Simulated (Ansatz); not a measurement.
CH5AlGeO (`O=[CH][GeH2][AlH2]`). Charge 0, multiplicity 1.

```xyz
9

O    -2.209   -0.472   -1.332
C    -1.752   -0.402   -0.226
Ge    0.170   -0.819    0.200
Al    1.529    1.245   -0.021
H    -2.394   -0.066    0.623
H     0.595   -1.969   -0.729
H     0.174   -1.337    1.656
H     1.079    2.537    0.783
H     2.809    1.284   -0.954
```

Problem. What are the harmonic wavenumbers in cm⁻¹ at PBE0-D4/def2-TZVP (Ansatz, finite differences of forces, unscaled)? (Estimate.)

Solution. The calculation gave: 33, 56, 107, 257, 305, 327, 421, 510, 549, 607, 703, 766, 844, 889, 1370, 1788, 1920, 1937, 2106, 2145, 2829.

Problem. Is this a minimum?

Solution. Yes, all 21 modes are real.

Problem. Give the ideal-gas thermochemistry at 298.15 K and 1 bar (rigid rotor, harmonic oscillator; point group C1, symmetry number 1).

Solution. Zero-point energy 122.4 kJ/mol; H(298) − E = 145.2 kJ/mol; entropy 373.0 J/(mol·K), of which translation 169.8, rotation 114.2, vibration 89.0; G(298) − E = 34.0 kJ/mol. Modes under 100 cm⁻¹ are hindered rotations or soft bends, so the harmonic entropy is rough.

Problem. And at 400, 500, 600, 800 and 1000 K?

Solution. 
```tsv
T (K)	H − E (kJ/mol)	S (J/mol/K)	G − E (kJ/mol)
400	157.3	407.8	-5.8
500	170.6	437.4	-48.1
600	184.9	463.5	-93.2
800	216.2	508.5	-190.5
1000	250.2	546.3	-296.1
```

Problem. Rotational constants (cm⁻¹)?

Solution. 0.1895, 0.06595, 0.05303.
